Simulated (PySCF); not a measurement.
CH₈GeSi, SMILES [GeH3][CH2][SiH3].

Coordinates come from a B3LYP-D3(BJ)/def2-SVP optimisation.

All values below come from TDDFT-LC-ωPBE/def2-SVPD run with PySCF.

Vertical excitations. Gas-phase values at a fixed geometry. State labels are in the subgroup Cs.

```
state  symmetry  energy (eV)  λ (nm)      f                                                                   main pairs
-----  --------  -----------  ------  -----  ---------------------------------------------------------------------------
S1           A'         8.40     148  0.057                                             HOMO→LUMO 50 %, HOMO→LUMO+1 38 %
S2           A'         8.77     141  0.003                                         HOMO−1→LUMO 49 %, HOMO−1→LUMO+1 27 %
S3           A'         8.87     140  0.245                           HOMO→LUMO+3 31 %, HOMO→LUMO 21 %, HOMO→LUMO+1 16 %
S4           A"         9.07     137  0.037                      HOMO−2→LUMO 43 %, HOMO−2→LUMO+1 21 %, HOMO−2→LUMO+6 9 %
S5           A"         9.08     136  0.000   HOMO−3→LUMO 36 %, HOMO−3→LUMO+1 22 %, HOMO−3→LUMO+6 9 %, HOMO−3→LUMO+7 8 %
S6           A'         9.09     136  0.080       HOMO→LUMO+3 47 %, HOMO−1→LUMO+1 13 %, HOMO→LUMO+1 11 %, HOMO→LUMO 11 %
S7           A'         9.19     135  0.112    HOMO−1→LUMO+1 29 %, HOMO−1→LUMO 19 %, HOMO−4→LUMO 18 %, HOMO−1→LUMO+3 5 %
S8           A"         9.24     134  0.015      HOMO→LUMO+4 34 %, HOMO→LUMO+5 14 %, HOMO−2→LUMO 11 %, HOMO−3→LUMO+3 8 %
S9           A"         9.30     133  0.059  HOMO−2→LUMO+1 35 %, HOMO−2→LUMO 16 %, HOMO−2→LUMO+3 11 %, HOMO−1→LUMO+4 8 %
S10          A'         9.34     133  0.062                                          HOMO−1→LUMO+3 53 %, HOMO−4→LUMO 9 %
T1           A'         7.82     159      0                                             HOMO→LUMO+1 57 %, HOMO→LUMO 20 %
T2           A'         7.94     156      0          HOMO→LUMO 21 %, HOMO→LUMO+3 20 %, HOMO−1→LUMO 14 %, HOMO→LUMO+8 6 %
T3           A"         8.18     152      0                                         HOMO−2→LUMO 41 %, HOMO−2→LUMO+6 10 %
T4           A'         8.19     151      0     HOMO−1→LUMO 33 %, HOMO−1→LUMO+1 16 %, HOMO→LUMO+3 8 %, HOMO−4→LUMO+6 8 %
```
Triplets are in the Tamm–Dancoff approximation, which puts them higher than full response would, so one can lie above its singlet here.
